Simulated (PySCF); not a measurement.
Compound: 2-hydroxypyridine, C5H5NO.
Structure used (GFN2-xTB), in Å, numbered top down from 1:
```
atom  x, y, z in Å
O1     2.490    0.184   -0.233
C2     1.160    0.049   -0.096
C3     0.317    1.102   -0.455
C4    -1.041    0.920   -0.296
C5    -1.511   -0.288    0.208
C6    -0.588   -1.264    0.530
N7     0.719   -1.103    0.384
H8     2.905   -0.638    0.064
H9     0.738    2.016   -0.841
H10   -1.730    1.709   -0.561
H11   -2.567   -0.461    0.344
H12   -0.892   -2.224    0.926
```

Method: CAM-B3LYP/def2-SVPD in PySCF (dipole) on a GFN2-xTB geometry, gas phase.

Masses are those of the commonest isotopes; rigid-rotor values at the optimised geometry. The values belong to one conformer with, in the numbering `[OH:1][c:2]1[cH:3][cH:4][cH:5][cH:6][n:7]1`, H–O1–C2–C3 180°.

Q: Give the principal moments of inertia and the rotational constants in cm⁻¹.

A: Ia = 85.60, Ib = 181.09, Ic = 266.69 u·Å²; 505379 MHz·u·Å²/I gives 5904, 2791 and 1895 MHz, that is A = 0.19692, B = 0.09309, C = 0.06321 cm⁻¹.

Q: What kind of rotor is it?

A: An asymmetric top. Ray's parameter κ = (2B − A − C)/(A − C) = -0.553; −1 is the prolate and +1 the oblate limit.

Q: What does the inertial defect say?

A: Planar: Δ = Ic − Ia − Ib = 0.00 u·Å². For a rigid frame Δ = −2 Σ m c², so it vanishes when all atoms lie in the ab plane; here none is more than 0.01 Å from it.

Q: List the rotational levels J(Ka,Kc) to J = 2 (K).

A: Above 0(0,0), as E/k:
J = 1: 1(0,1) 0.225, 1(1,1) 0.374, 1(1,0) 0.417
J = 2: 2(0,2) 0.667, 2(1,2) 0.781, 2(1,1) 0.910, 2(2,1) 1.358, 2(2,0) 1.366

Q: Which types of transition are allowed, and where do some lines up to J = 4 fall?

A: The dipole components are |μa| = 1.29 D, |μb| = 0.46 D, |μc| = 0.00 D; the mirror of this Cs structure is the ab plane, so μc vanishes by symmetry and there are no c-type lines. Intensities carry the squares of the components, which stand as 1.00 : 0.13 (a : b). Some lines, for components of 0.1 D or more:

| type | branch | J(Ka,Kc) | MHz | lower level (cm⁻¹) |
| --- | --- | --- | --- | --- |
| a | Q | 3(2,1) ← 3(2,2) | 800 | 1.413 |
| a | Q | 4(2,2) ← 4(2,3) | 2206 | 2.034 |
| b | R | 4(1,3) ← 3(2,2) | 12025 | 1.413 |
| b | Q | 2(2,1) ← 2(1,2) | 12026 | 0.543 |
| b | Q | 3(2,2) ← 3(1,3) | 13466 | 0.964 |
| b | R | 3(1,3) ← 2(0,2) | 15002 | 0.463 |
| b | R | 4(0,4) ← 3(1,3) | 15758 | 0.964 |
| b | Q | 3(3,0) ← 3(2,1) | 17120 | 1.440 |
| b | R | 4(1,4) ← 3(0,3) | 18246 | 0.911 |
| a | R | 4(3,2) ← 3(3,1) | 19026 | 2.010 |
| b | R | 2(2,0) ← 1(1,1) | 20669 | 0.260 |
| b | R | 4(4,1) ← 3(3,0) | 43683 | 2.011 |

Q: Estimate the classical rotational partition function at 10 K, 100 K and 500 K.

A: Point group Cs, symmetry number σ = 1; q = (√π/σ)·√((kT/h)³/(ABC)), k/h = 20836.6 MHz/K: 954 at 10 K, 30200 at 100 K, 337000 at 500 K.

No GFN2-xTB frequencies stand behind this structure, so it isn't proved a minimum. Constants of a rigid frame at the computed geometry: no zero-point averaging, no centrifugal distortion. Quadrupole hyperfine structure (14N) is left out.
